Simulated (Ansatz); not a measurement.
Species, as SMILES: [C](Cl)Cl (closed-shell singlet).
Atoms: Cl1, C2, Cl3. Bonds: Cl1-C2, C2-Cl3.

Basis-set convergence of the lowest harmonic wavenumber at CCSD(T) with Ansatz (a quantum-chemistry and plane-wave program). Each level at its own minimum, finite differences of forces, unscaled; the reference is a large set that could be run, not a limit. Cartesian d functions, on some or all atoms, in 6-311G**, 6-311+G**; all else is spherical. Cores are frozen. A restricted Hartree-Fock determinant is unstable towards unrestricted orbitals. No added dispersion term, no relativity. Reference: the value in aug-cc-pV(T+d)Z, 334 cm⁻¹. Deviations are taken from unrounded values.

```
basis            functions  lowest harmonic wavenumber (cm⁻¹)
---------------  ---------  ---------------------------------
cc-pV(D+d)Z             60                                333
aug-cc-pV(D+d)Z         87                                330
6-311G**                72                                335
6-311+G**               84                                338
cc-pV(T+d)Z            108                                332
aug-cc-pV(T+d)Z        156                                334
def2-TZVPP             115                                333
def2-TZVPPD            139                                333
```

What the diffuse functions change, pair by pair:
- cc-pV(D+d)Z to aug-cc-pV(D+d)Z: 27 more functions, deviation -1 to -4 cm⁻¹
- 6-311G** to 6-311+G**: 12 more functions, deviation 2 to 5 cm⁻¹
- cc-pV(T+d)Z to aug-cc-pV(T+d)Z: 48 more functions, deviation -1 to 0 cm⁻¹
- def2-TZVPP to def2-TZVPPD: 24 more functions, deviation 0 to 0 cm⁻¹

Leaving out the reference's own pair, they bring the value nearer the reference by more than 1 cm⁻¹ in 0 of 3 pairs.
